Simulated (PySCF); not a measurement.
**Nb²⁺ (niobium, charge +2) across methods**

[Kr] 4d2 5s1, high-spin 4F determinant (an excited configuration). All numbers are calculated (PySCF 2.14, a scalar-relativistic core potential, in def2-TZVPPD with the def2 core potential (28 electrons) (6s4p3d2f1g, 56 functions)).

| method | E (hartree) | mean ε 4p β (eV) | mean ε 4d α (eV) | mean ε 5s α (eV) | Σ⟨r²⟩ (bohr²) | ⟨S²⟩ |
| --- | --- | --- | --- | --- | --- | --- |
| wB97X-V | -55.9006 | -60.026 | -26.790 | -21.459 | 31.96 | 3.751 |
| r2SCAN | -55.9573 | -55.926 | -23.390 | -19.206 | 31.99 | 3.752 |
| UHF | -55.51493 | -62.922 | -28.716 | -21.256 | 32.31 | 3.755 |
| PBE0 | -55.9233 | -57.344 | -24.561 | -19.708 | 31.97 | 3.751 |
| LC-wPBE | -55.9486 | -60.209 | -27.342 | -21.828 | 31.86 | 3.752 |
| BHandHLYP | -55.8657 | -59.482 | -25.981 | -20.250 | 31.99 | 3.752 |
| LDA | -55.7628 | -55.014 | -22.824 | -19.344 | 32.09 | 3.750 |
| M06-L | -55.9356 | -55.670 | -23.040 | -18.803 | 31.87 | 3.751 |
| PBE | -55.9342 | -55.060 | -22.958 | -19.041 | 31.97 | 3.751 |

Energies and moments cover only the electrons outside the core potential.
